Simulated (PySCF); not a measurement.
Species: C₈H₉F₃.
Structure used (PBE0-D3(BJ)/def2-SVP), in Å, numbered top down from 1:
```xyz
20
C8H9F3 angstrom
C      3.0879    0.6779    0.2402
C      2.1064   -0.1246   -0.1725
C      0.7165   -0.1128    0.3564
C      0.0853   -1.4531    0.8325
C     -1.1780   -1.0770    0.0980
C     -2.4522   -1.4449    0.1709
C     -0.4534    0.0141   -0.6607
C     -1.1091    1.3596   -0.8036
F     -2.2224    1.2782   -1.5447
F     -1.4546    1.8771    0.3791
F     -0.2923    2.2348   -1.3983
H      2.9168    1.4274    1.0196
H      4.0931    0.6203   -0.1850
H      2.3116   -0.8638   -0.9589
H      0.6069    0.6547    1.1372
H      0.0177   -1.6186    1.9181
H      0.5890   -2.3236    0.3783
H     -2.7730   -2.2357    0.8543
H     -3.2151   -0.9592   -0.4422
H     -0.1538   -0.3138   -1.6706
```

Computed, not measured: PySCF 2.14.0, PBE0-D3(BJ)/def2-SVP geometry optimisation, gas phase.

Take the most abundant isotopes and a rigid rotor. The values belong to one conformer with, in the numbering `[CH2:1]=[CH:2][C@@H:3]1[CH2:4][C:5](=[CH2:6])[C@H:7]1[C:8]([F:9])([F:10])[F:11]`, C1–C2–C3–C4 -128°, C2–C3–C4–C5 -135°, C3–C4–C5–C6 -159°, C4–C5–C7–C8 -135°, C2–C3–C7–C5 136°.

Task: What are A, B and C (MHz)?

Result: Ia = 360.79, Ib = 518.33, Ic = 764.14 u·Å²; 505379 MHz·u·Å²/I gives A = 1401, B = 975.0, C = 661.4 MHz.

Task: What kind of rotor is it?

Result: An asymmetric top: κ = (2 × 975.0 − 1401 − 661.4)/(1401 − 661.4) = -0.15.

Task: What does the inertial defect say?

Result: Not planar: Δ = Ic − Ia − Ib = -114.99 u·Å². For a rigid frame Δ = −2 Σ m c², so Σ m c² = 57.49 u·Å² lies off the ab plane: 9.70 from hydrogen and 47.79 from heavier atoms. The atom farthest from that plane is 1.59 Å away.

Task: Give the other two planar moments, Paa and Pbb, and the rms extents of the mass along the axes.

Result: Paa = Σ m a² = (Ib + Ic − Ia)/2 = 460.84 and Pbb = Σ m b² = (Ia + Ic − Ib)/2 = 303.30 u·Å². With the mass M = 162.07 u, the rms extents √(P/M) along a, b and c are 1.69, 1.37, 0.60 Å.

Task: Predict some low-J microwave lines.

Result: The dipole components are |μa| = 1.58 D, |μb| = 1.52 D, |μc| = 0.45 D. The squared components, which scale the intensities, stand as 1.00 : 0.92 : 0.08 (a : b : c). Some of the stronger lines:

| type | branch | J(Ka,Kc) | MHz | lower level (cm⁻¹) |
| --- | --- | --- | --- | --- |
| a | Q | 3(2,1) ← 3(2,2) | 518 | 0.405 |
| a | Q | 2(1,1) ← 2(1,2) | 941 | 0.167 |
| b | Q | 3(1,2) ← 3(0,3) | 1945 | 0.310 |
| b | Q | 5(3,2) ← 5(2,3) | 2085 | 0.960 |
| a | Q | 5(2,3) ← 5(2,4) | 2273 | 0.884 |
| b | R | 2(0,2) ← 1(1,1) | 2727 | 0.069 |
| a | Q | 4(1,3) ← 4(1,4) | 2937 | 0.505 |
| a | R | 2(1,1) ← 1(1,0) | 3586 | 0.079 |
| b | Q | 4(4,0) ← 4(3,1) | 3743 | 0.735 |
| a | Q | 5(1,4) ← 5(1,5) | 4050 | 0.741 |
| b | Q | 5(1,4) ← 5(0,5) | 4060 | 0.741 |
| b | R | 3(0,3) ← 2(1,2) | 4279 | 0.167 |
| a | R | 3(1,3) ← 2(1,2) | 4374 | 0.167 |
| b | Q | 5(5,0) ← 5(4,1) | 4946 | 1.144 |
| b | R | 4(0,4) ← 3(1,3) | 5712 | 0.313 |
| b | R | 3(2,1) ← 2(1,2) | 7645 | 0.167 |
| a | R | 5(3,2) ← 4(3,1) | 8827 | 0.735 |
| b | R | 4(3,2) ← 3(2,1) | 9180 | 0.423 |
| b | R | 5(3,3) ← 4(2,2) | 10372 | 0.662 |
| b | R | 4(2,2) ← 3(1,3) | 10452 | 0.313 |
| b | R | 4(4,1) ← 3(3,0) | 10624 | 0.506 |
| b | R | 5(4,2) ← 4(3,1) | 12182 | 0.735 |
| b | R | 5(3,2) ← 4(2,3) | 12276 | 0.620 |
| b | R | 5(5,0) ← 4(4,1) | 13449 | 0.860 |

Task: Estimate the classical rotational partition function at 100 K, 200 K and 298.15 K.

Result: Point group C1, symmetry number σ = 1; q = (√π/σ)·√((kT/h)³/(ABC)), k/h = 20836.6 MHz/K: 177000 at 100 K, 502000 at 200 K, 913000 at 298.15 K.

Not checked by PBE0-D3(BJ)/def2-SVP frequencies. No vibrational averaging or centrifugal distortion is included, and the geometry carries the error of its method.
